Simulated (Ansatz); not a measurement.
Basis-set series for Cl₂Zn (`[Cl][Zn][Cl]`). The species carries charge 0 and has multiplicity 1. All single points use the PBE0-D4/def2-TZVP geometry.

| functional | basis | functions | energy (Eh) | HOMO (eV) | LUMO (eV) |
| --- | --- | --- | --- | --- | --- |
| PBE0-D4 | def2-SVP | 67 | -2698.80715 | -8.76 | -1.40 |
| PBE0-D4 | def2-TZVPP | 148 | -2699.38734 | -9.15 | -1.64 |
| ωB97M-V | def2-SVP | 67 | -2699.21982 | -10.95 | 0.30 |
| ωB97M-V | def2-TZVPP | 148 | -2699.79678 | -11.41 | 0.17 |

Give the rows for def2-QZVPP. (An estimate is asked.)

Ansatz gave: 
| functional | basis | functions | energy (Eh) | HOMO (eV) | LUMO (eV) |
| --- | --- | --- | --- | --- | --- |
| PBE0-D4 | def2-QZVPP | 240 | -2699.46062 | -9.17 | -1.68 |
| ωB97M-V | def2-QZVPP | 240 | -2699.86727 | -11.45 | -0.06 |

Positive LUMOs are unbound and depend on the basis. Scalar relativity is left out up to krypton.
